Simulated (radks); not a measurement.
The numbers below are computed, except where a source is named.
Excited configurations of neutral silicon: one electron is placed in a higher orbital outside [Ne] 3s2 3p1. The ground configuration is [Ne] 3s2 3p2. Level of theory: non-relativistic Kohn-Sham, BLYP, spin-polarised, spherical densities, point nucleus; open shells are filled with parallel spins first (a radial shooting solver on a logarithmic mesh with Libxc functionals). Excitation = E - E(ground); binding = E(ion) - E, where the ion is the core of charge +1; n* = 1/sqrt(2 binding) in atomic units, and the quantum defect is n - n*.

3d: excitation (eV) 6.058; binding (eV) 1.953; n* 2.639; eigenvalue (eV) -0.559
4s: excitation (eV) 4.793; binding (eV) 3.218; n* 2.056; eigenvalue (eV) -1.775
6s: excitation (eV) 7.005; binding (eV) 1.006; n* 3.677; eigenvalue (eV) -0.617

The Delta-SCF ionisation energy is 8.011 eV (NIST Atomic Spectra Database: 8.152 eV, measured). Self-interaction in the functional shifts the binding energies and quantum defects, so they are the method's values and not measured ones. Open shells are spherical and high-spin; term and fine-structure splittings are not resolved.
